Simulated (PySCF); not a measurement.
Method: PBE0-D3(BJ)/def2-TZVP (PySCF 2.14.0). Gas-phase values, no solvent. 

Reference species (SMILES): `[AlH2][I]` (neutral, multiplicity 1).

```json
{
 "dipole_moment": "0.98 D"
}
```

Changed species: `[I][Al]([I])[I]` (whole molecule; the reference has whole molecule).

Question: Give the shifts of the dipole moment.

Answer: the dipole moment falls by 0.98 D, to 0.00 D.
